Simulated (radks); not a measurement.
Neutral tin, configuration [Kr] 4d10 5s2 4f2 (not the ground configuration). Method: scalar-relativistic Kohn-Sham, SCAN, spin-unpolarised, spherical densities, finite nucleus; meta-GGA in the generalised Kohn-Sham scheme; Fermi nuclear charge, rms radius 4.6519 fm; computed with a radial shooting solver on a logarithmic mesh with Libxc functionals.

Local quantities along the radius. ELF = 1/(1 + alpha^2) is the electron localisation function; alpha = (tau - tau_W)/tau_unif compares the Pauli kinetic energy density with that of the uniform gas; 4 pi r^2 rho is in e/bohr; -r V(r) is the screened charge that the Kohn-Sham potential presents (atomic units). tau is taken from the large components.

| r (bohr) | ELF | alpha | 4 pi r^2 rho | -r V(r) |
|---|---|---|---|---|
| 0.003227 | 0.999 | 0.02748 | 11.11 | 49.24 |
| 0.004516 | 0.999 | 0.03258 | 18.25 | 48.92 |
| 0.006268 | 0.998 | 0.04168 | 28.21 | 48.49 |
| 0.008772 | 0.996 | 0.05973 | 41.09 | 47.88 |
| 0.01227 | 0.990 | 0.09872 | 54.35 | 47.06 |
| 0.01704 | 0.965 | 0.1916 | 63.16 | 46.01 |
| 0.02384 | 0.830 | 0.4523 | 63.54 | 44.67 |
| 0.03337 | 0.461 | 1.080 | 57.44 | 42.64 |
| 0.04632 | 0.322 | 1.453 | 57.26 | 40.39 |
| 0.06481 | 0.573 | 0.8626 | 71.47 | 37.86 |
| 0.0907 | 0.758 | 0.5654 | 82.66 | 34.27 |
| 0.1259 | 0.558 | 0.8908 | 69.46 | 29.61 |
| 0.1762 | 0.320 | 1.459 | 56.93 | 25.98 |
| 0.2465 | 0.663 | 0.7127 | 67.21 | 21.64 |
| 0.3422 | 0.744 | 0.5859 | 55.05 | 17.29 |
| 0.4789 | 0.235 | 1.803 | 24.59 | 12.84 |
| 0.6702 | 0.509 | 0.9830 | 22.11 | 9.319 |
| 0.9303 | 0.760 | 0.5613 | 21.22 | 6.593 |
| 1.302 | 0.500 | 1.000 | 9.962 | 4.176 |
| 1.822 | 0.280 | 1.604 | 3.438 | 3.042 |
| 2.549 | 0.393 | 1.243 | 1.129 | 2.194 |
| 3.539 | 0.057 | 4.084 | 0.2382 | 1.557 |
| 4.952 | 0.001 | 27.45 | 0.08246 | 1.613 |
| 6.929 | 0.008 | 10.96 | 0.1525 | 1.204 |
| 9.619 | 0.018 | 7.324 | 0.1991 | 0.9556 |
| 13.46 | 0.018 | 7.365 | 0.1411 | 0.8103 |
| 18.84 | 0.004 | 15.19 | 0.03403 | 0.5313 |
| 26.15 | 0.000 | 84.27 | 0.001877 | 0.1935 |

On this mesh the ELF has minima near r = 0.046, 0.18, 0.57, 1.8 bohr, which separate the shells, and maxima near 0.091 (0.76), 0.29 (0.76), 0.93 (0.76), 2.5 (0.39).
